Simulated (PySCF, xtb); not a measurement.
Te(H)(tBu) (C4H10Te), SMILES CC(C)([TeH])C.

Harmonic wavenumbers (cm⁻¹) from GFN2-xTB (xtb) at its own minimum, in rising order: 124, 226, 227, 241, 268, 273, 277, 381, 385, 525, 613, 869, 969, 970, 973, 1037, 1039, 1183, 1239, 1244, 1412, 1414, 1433, 1489, 1493, 1493, 1505, 1510, 1511, 1923, 2984, 2988, 2996, 3011, 3018, 3018, 3022, 3023, 3025.

Question: What does PySCF with PBE-D3(BJ)/def2-SVP give at its own minimum? (Estimate from the structure and the level; the computed values follow.)

Answer: 139, 217, 232, 247, 252, 289, 298, 372, 374, 488, 606, 803, 913, 919, 925, 1000, 1001, 1121, 1206, 1206, 1331, 1331, 1355, 1390, 1401, 1405, 1416, 1421, 1434, 2049, 2941, 2945, 2953, 3035, 3036, 3039, 3062, 3075, 3076. Paired by order, the mean absolute difference is 47 cm⁻¹ and the zero-point energies are 79.1 and 77.6 kcal/mol.
